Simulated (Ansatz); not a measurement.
Ansatz (a first-principles code) input (B2GP-PLYP/def2-TZVPD):

Ansatz 0.2 input:
```yaml
crystal:
  periodic: [false, false, false]
  atoms:
    - {symbol: B, position_ang: [-0.02703457, -0.07509924, 0.56928949]}
    - {symbol: F, position_ang: [1.16465345, -0.50045187, 0.21108337]}
    - {symbol: C, position_ang: [-1.06947433, 0.48527479, -0.44364211]}
    - {symbol: H, position_ang: [-2.09689543, 0.38650503, -0.09670412]}
    - {symbol: H, position_ang: [-0.96345684, 0.02310764, -1.43067193]}
    - {symbol: H, position_ang: [-0.86951002, 1.55830167, -0.55696903]}
basis:
  gaussian:
    orbitals: def2-TZVPD
hamiltonian:
  xc: {name: B2GP-PLYP}
magnetization: {spin_polarized: true, initial_magnetization: 1}
correlation: {electrons: outside_noble_gas}
```

Output:

```
Functional definition: B2GP-PLYP
integrals: 0.14 GiB planned
951 factors; integrals over basis functions are off by at most 8.0e-4 eV
mean field: 0.63 GiB planned
mean field evaluation 1: about -4467.7171 eV, gradient 2.8e1 eV
mean field evaluation 2: about -4467.7366 eV, gradient 2.8e1 eV
mean field evaluation 4: about -4470.8978 eV, gradient 2.8e0 eV
mean field evaluation 8: about -4470.9519 eV, gradient 9.7e-2 eV
mean field evaluation 16: about -4470.9520 eV, gradient 5.9e-4 eV
mean field -4470.95203117 eV, -164.3044566254 hartree, gradient 1.7e-6 eV, S^2 0.752251; 0 other end points of the search recorded, 0 dependent functions left out
3 core orbitals not correlated
reference -4470.95214472 eV, -164.3044607982 hartree; 9, 8 occupied and 129, 130 virtual orbitals, 951 factors
second order -15.33431283 eV of doubles, -0.00000000 eV of singles
Total energy: -4476.47249734 eV, -164.5073300152 hartree
```

It need not be the lowest isomer of its formula.
